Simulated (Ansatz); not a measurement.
`B[Se][SiH2]C` and `B[Se][SiH2]Cl` differ in one atom or group.

Ansatz, PBE0-D4/def2-TZVP geometries, multiplicity 1. Each molecule was computed in one conformer, which needn't be the lowest.

Scalar relativity is left out up to krypton.

```json
{"property": "HOMO–LUMO gap (PBE/def2-TZVPP) / eV", "`B[Se][SiH2]C`": "4.17"}
{"property": "HOMO energy (ωB97M-V/def2-TZVPP) / eV", "`B[Se][SiH2]C`": "-9.73"}
{"property": "size of the dipole moment (PBE/def2-TZVPP) / D", "`B[Se][SiH2]C`": "1.63"}
{"property": "HOMO–LUMO gap (B3LYP/def2-TZVPP) / eV", "`B[Se][SiH2]C`": "5.69"}
{"property": "size of the dipole moment (B3LYP/def2-TZVPP) / D", "`B[Se][SiH2]C`": "1.60"}
{"property": "LUMO energy (PBE/def2-TZVPP) / eV", "`B[Se][SiH2]C`": "-2.44"}
```

Problem. What does the change do to each property? (Estimate.)

Solution. Computed: 
```
                                        property  `B[Se][SiH2]Cl`  shift
             HOMO–LUMO gap (PBE/def2-TZVPP) / eV             4.31   0.14
           HOMO energy (ωB97M-V/def2-TZVPP) / eV           -10.17  -0.44
  size of the dipole moment (PBE/def2-TZVPP) / D             0.93  -0.70
           HOMO–LUMO gap (B3LYP/def2-TZVPP) / eV             5.84   0.15
size of the dipole moment (B3LYP/def2-TZVPP) / D             0.98  -0.62
               LUMO energy (PBE/def2-TZVPP) / eV            -2.73  -0.29
```

With PBE0 the HOMO falls by 0.45 eV and the LUMO falls by 0.28 eV, so the gap widens by about 0.17 eV. PBE moves the HOMO by -0.43 eV and ωB97M-V by -0.44 eV. Dipoles are sizes alone; their direction can turn.

B3LYP here is the variant with VWN-RPA as its local correlation; programs differ in this.

Spin–orbit coupling is left out; it splits and shifts lone-pair levels of the heavy atoms by tenths of an eV.
